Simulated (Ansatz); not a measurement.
`BC[SiH2]S` + H–F → `BC[SiH2]F` + H₂S at 600 K and 1 bar (ligand exchange at the Si–S bond).

Program: Ansatz. Geometries: PBE0-D4/def2-TZVP. ΔE: electronic, gas phase. CCSD(T)/CBS is the MP2 limit (def2-TZVPP, def2-QZVPP) plus CCSD(T) − MP2 in def2-TZVPP, frozen cores. This one scheme is used for every species. One conformer a species, not always the lowest.

| species | CCSD(T)/CBS energy (Eh) | H − E (kJ/mol) | S (J/(mol·K)) |
| --- | --- | --- | --- |
| `BC[SiH2]S` | -753.93032 | 259.5 | 444.4 |
| H–F | -100.39570 | 42.3 | 194.0 |
| `BC[SiH2]F` | -455.38132 | 233.8 | 407.8 |
| H₂S | -398.97279 | 60.8 | 230.9 |

H − E and S are ideal-gas, rigid-rotor, harmonic terms from PBE0-D4/def2-TZVP, for one conformer and one mirror image of each species. 1 Eh = 2625.50 kJ/mol, R = 8.31446 J/(mol·K).

Problem. By hand: ΔE, ΔH, ΔS and ΔG.

Solution. ΔE = (-455.38132) + (-398.97279) − (-753.93032) − (-100.39570) = -0.02809 Eh = -73.8 kJ/mol. Δ(H − E) = 233.8 + 60.8 − 259.5 − 42.3 = -7.2, so ΔH = -81.0 kJ/mol. ΔS = 407.8 + 230.9 − 444.4 − 194.0 = 0.3 J/(mol·K). ΔG = -81.0 − 600 × (0.3)/1000 = -81.2 kJ/mol.

Problem. By hand: the equilibrium constant, and the temperature at which ΔG would vanish if ΔH and ΔS stayed fixed.

Solution. log₁₀ K = −ΔG/(RT ln 10) = 7.1. ΔH and −TΔS have one sign here, so there is no such temperature.

The number of gas molecules stays the same, so ΔS is small and ΔH decides. A doubt of 5 kJ/mol in ΔE shifts log₁₀ K by 0.4 here. Other conformers and mirror images would add mixing entropy, several J/(mol·K) or more a flexible species. Modes under 60 cm⁻¹, often nearly free rotors, make the harmonic entropy too high. These are equilibria of isolated gas molecules and say nothing of rates. Largest T1 diagnostic: 0.011 (customary marks: 0.02 for closed shells, 0.045 for open ones).

ΔS is within the doubt of such terms, so its sign, and with it that verdict, could turn.
